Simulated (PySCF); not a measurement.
## `C[O+](C)[AlH2-][c]1ccccc1`: 4 charge schemes on one density

C₈H₁₃AlO.
Cartesian coordinates in Å at the PBE0-D3(BJ)/def2-SVP level; atoms count from 1:
```
atom  x, y, z in Å
C1    -2.0036   -1.0341   -0.0533
O2    -2.0042    0.3470   -0.3760
C3    -3.0023    1.1085    0.2798
Al4   -0.4957    1.1250   -1.4443
C5     1.0210    0.3170   -0.4618
C6     1.7585   -0.7541   -0.9991
C7     2.7939   -1.3668   -0.2914
C8     3.1207   -0.9178    0.9875
C9     2.4120    0.1447    1.5484
C10    1.3809    0.7489    0.8283
H11   -1.1903   -1.5060   -0.6177
H12   -2.9685   -1.4848   -0.3345
H13   -1.8180   -1.1717    1.0238
H14   -4.0020    0.7376    0.0024
H15   -2.8828    2.1480   -0.0470
H16   -2.8718    1.0449    1.3725
H17   -0.8448    2.6660   -1.1657
H18   -0.7698    0.4863   -2.8898
H19    1.5193   -1.1216   -2.0036
H20    3.3497   -2.1961   -0.7380
H21    3.9310   -1.3937    1.5464
H22    2.6687    0.5054    2.5486
H23    0.8470    1.5889    1.2879
```

Density: PBE0/pcSseg-1 (PySCF); schemes: Mulliken, IAO, Hirshfeld and ESP-fitted. One conformer (not necessarily the lowest) at the PBE0-D3(BJ)/def2-SVP geometry, without solvent, vibrations or thermal averaging.

Task: Give the atomic charges in each scheme.

Result: In e:

```tsv
atom	environment	Mulliken	IAO	Hirshfeld	ESP-fitted
C1	O-methyl carbon	-0.029	-0.198	-0.011	-0.271
O2	oxygen bonded to Al and 2 C	-0.635	-0.315	-0.045	-0.044
C3	O-methyl carbon	-0.026	-0.200	-0.010	-0.349
Al4	aluminium bonded to C, O and 2 H	+0.856	+0.617	+0.347	+0.610
C5	substituted aromatic carbon	-0.389	-0.342	-0.158	-0.102
C6	aromatic CH carbon	-0.110	-0.140	-0.056	-0.122
C7	aromatic CH carbon	-0.070	-0.157	-0.057	-0.153
C8	aromatic CH carbon	-0.103	-0.151	-0.054	-0.168
C9	aromatic CH carbon	-0.073	-0.157	-0.058	-0.112
C10	aromatic CH carbon	-0.112	-0.137	-0.058	-0.209
H11	methyl hydrogen	+0.167	+0.175	+0.062	+0.139
H12	methyl hydrogen	+0.128	+0.146	+0.055	+0.139
H13	methyl hydrogen	+0.131	+0.149	+0.054	+0.143
H14	methyl hydrogen	+0.124	+0.146	+0.055	+0.156
H15	methyl hydrogen	+0.156	+0.179	+0.062	+0.179
H16	methyl hydrogen	+0.124	+0.145	+0.055	+0.154
H17	Al–H hydrogen	-0.304	-0.232	-0.194	-0.305
H18	Al–H hydrogen	-0.266	-0.227	-0.199	-0.307
H19	aromatic hydrogen	+0.085	+0.136	+0.038	+0.099
H20	aromatic hydrogen	+0.088	+0.144	+0.045	+0.134
H21	aromatic hydrogen	+0.091	+0.146	+0.046	+0.139
H22	aromatic hydrogen	+0.087	+0.143	+0.044	+0.127
H23	aromatic hydrogen	+0.078	+0.131	+0.037	+0.123
```

Mean size of the charges over all atoms: IAO 0.196 e, ESP-fitted 0.186 e, Mulliken 0.184 e, Hirshfeld 0.078 e. Each set sums to the total charge, 0, to within 0.001 e. The IAO scheme counts the electrons in orthogonalised intrinsic atomic orbitals, a minimal basis polarised so that it spans the occupied orbitals exactly.

Lowest charge. The schemes don't all agree: Mulliken O2 (-0.635); IAO C5 (-0.342); Hirshfeld H18 (-0.199); ESP-fitted C3 (-0.349).

Highest charge. All schemes agree: Mulliken Al4 (+0.856); IAO Al4 (+0.617); Hirshfeld Al4 (+0.347); ESP-fitted Al4 (+0.610).

Task: How closely do the schemes follow one another over all atoms?

Result: Correlation coefficient and root-mean-square difference: Mulliken with IAO 0.92, 0.107 e; IAO with ESP-fitted 0.92, 0.089 e; IAO with Hirshfeld 0.91, 0.132 e; Mulliken with Hirshfeld 0.89, 0.179 e; Hirshfeld with ESP-fitted 0.88, 0.135 e; Mulliken with ESP-fitted 0.76, 0.173 e.

Task: How many electrons does the ESP-fitted scheme count on C5?

Result: Z − q = 6 − (-0.102) = 6.102.

Task: Sum the charges by element, for elements with more than one atom.

Result: 
```tsv
element	atoms	Mulliken	IAO	Hirshfeld	ESP-fitted
C	8	-0.912	-1.482	-0.462	-1.486
H	13	+0.691	+1.180	+0.160	+0.919
```
